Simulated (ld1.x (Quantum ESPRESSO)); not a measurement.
Configuration tests for lead (TM)

* Element: Pb
* Generator: ld1.x (Quantum ESPRESSO) 7.5
* Type: norm-conserving Troullier–Martins (Kleinman–Bylander form)
* Functional: Wu–Cohen
* Relativity: scalar-relativistic
* Frozen core: [Xe] 4f14 5d10
* Valence charge: 4
* Reference configuration: 6s2 6p2
* Partial waves: 6p (bound): rc 3.54 bohr; 6d channel at 0.4 Ry: rc 2.15 bohr; 6s (bound): rc 1.90 bohr
* Local potential: the s channel
* Core correction: Bessel-smoothed model core inside 1.05 bohr

Energies are relative to the spin-unpolarised reference configuration 6s2 6p2; without spin polarisation the order of configurations can differ from experiment.

```json
{"valence configuration": "6s2 6p1", "charge": "+1", "ΔE all-electron (eV)": "6.592", "error AE − PS (meV)": "-22"}
{"valence configuration": "6s2 6p0", "charge": "+2", "ΔE all-electron (eV)": "20.039", "error AE − PS (meV)": "-167"}
{"valence configuration": "6s1 6p0", "charge": "+3", "ΔE all-electron (eV)": "52.546", "error AE − PS (meV)": "-755"}
{"valence configuration": "6s1 6p2", "charge": "+1", "ΔE all-electron (eV)": "16.192", "error AE − PS (meV)": "-65"}
{"valence configuration": "6s2 6p1.5", "charge": "+0.5", "ΔE all-electron (eV)": "2.499", "error AE − PS (meV)": "-3.9"}
{"valence configuration": "6s2 6p2.3", "charge": "-0.3", "ΔE all-electron (eV)": "-0.800", "error AE − PS (meV)": "+0.1"}
{"valence configuration": "6s0 6p4", "charge": "0", "ΔE all-electron (eV)": "17.916", "error AE − PS (meV)": "-61"}
```

Levels in the configuration 6s2 6p0:

| level | all-electron (eV) | pseudo (eV) |
| --- | --- | --- |
| 6s | -27.550 | -27.885 |

Note: ghost state, extra bound levels that the all-electron valence spectrum of the same l lacks: d at -32.8 eV. A true bound ghost makes a file unfit for plane-wave use.
